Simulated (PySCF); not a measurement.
**Distorted geometries of Pb(CH3)H**

Pb(CH3)H (singlet). PySCF 2.14.0, RKS BP86, Pb def2-SVP with ECP60, C def2-SVP, H def2-SVP; non-relativistic Hamiltonian with scalar-relativistic core potentials where named; density fitting; no spin-orbit coupling. Relaxed geometry:

```xyz
6

Pb   -0.1111    0.0000   -0.4130
C     1.8424    0.0000    0.8625
H     2.7477    0.0000    0.2241
H     1.8454    0.8960    1.5191
H     1.8454   -0.8960    1.5191
H    -1.1739    0.0000    1.1439
```

Task: Order these distorted geometries by energy above the relaxed one, lowest first.
A.
```xyz
6

Pb   -0.0589   -0.1264   -0.3777
C     1.5936    0.0483    0.7482
H     2.7863   -0.1346    0.2605
H     1.8385    1.0941    1.5459
H     2.0612   -0.8710    1.4385
H    -1.2248   -0.0104    1.2403
```
B.
```xyz
6

Pb   -0.3139    0.0678   -0.3499
C     1.8905    0.0125    0.7858
H     2.7465    0.0263    0.2321
H     1.8616    0.9340    1.5794
H     1.8735   -0.9484    1.5352
H    -1.0625   -0.0923    1.0731
```
C.
```xyz
6

Pb   -0.0092   -0.1040   -0.4257
C     1.6939   -0.1193    0.7406
H     2.7713    0.1245    0.1621
H     1.9963    0.9594    1.6265
H     1.7379   -0.9439    1.6039
H    -1.1945    0.0833    1.1484
```

Result: B (0.99 eV), C (1.87 eV), A (2.31 eV).

Task: Which forces (eV/Å) act in the one that lies 1.87 eV up?

Result: 
```
Pb  -3.50  0.24 -1.45
C    6.67  2.93  4.85
H   -2.35 -1.51  1.16
H   -1.49 -2.63 -2.26
H    0.30  1.10 -1.76
H    0.36 -0.13 -0.54
```
Forces carry noise of the integration grid, about 0.01 to 0.03 eV/Å.
